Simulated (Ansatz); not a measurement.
Ansatz (a program for electronic structure) input (HF/6-311G**): A basis named .json is the Basis Set Exchange file of that set (core-valence sets with the plain set on hydrogen).

Ansatz 0.2 input:
```yaml
crystal:
  periodic: [false, false, false]
  atoms:
    - {symbol: Se, position_ang: [-0.00124381, 0.05708994, 0.00093953]}
    - {symbol: H, position_ang: [-1.02995211, -0.99348070, -0.01282780]}
    - {symbol: H, position_ang: [1.07224155, -0.94757714, -0.01911605]}
basis:
  gaussian:
    orbitals: 6-311G__.json
hamiltonian:
  xc: {name: HF}
output: {forces: true}
magnetization: {spin_polarized: false}
```

Output:

```
Functional definition: HF
integrals: 0.01 GiB planned
460 factors; integrals over basis functions are off by at most 1.1e-3 eV
mean field: 0.09 GiB planned
mean field evaluation 1: about -65332.9587 eV, gradient 9.8e0 eV
mean field evaluation 2: about -65332.9587 eV, gradient 9.8e0 eV
mean field evaluation 4: about -65333.4461 eV, gradient 1.6e0 eV
mean field evaluation 8: about -65333.4549 eV, gradient 7.4e-4 eV
mean field -65333.45489695 eV, -2400.9601828567 hartree, gradient 1.8e-5 eV, S^2 0.000000; 0 other end points of the search recorded, 0 dependent functions left out
the calculation of the forces begins
reference -65333.45489695 eV, -2400.9601828567 hartree; 18, 18 occupied and 38, 38 virtual orbitals, 460 factors
Total energy: -65333.45489695 eV, -2400.9601828567 hartree
Atom 0 at    -0.001244     0.057090     0.000940 Å, force     0.015019    -0.689375    -0.011345 eV/Å
Atom 1 at    -1.029952    -0.993481    -0.012828 Å, force     0.187778     0.348952     0.005088 eV/Å
Atom 2 at     1.072242    -0.947577    -0.019116 Å, force    -0.202798     0.340423     0.006257 eV/Å
Dipole moment:     0.004221    -0.193728    -0.003188 e Å
```
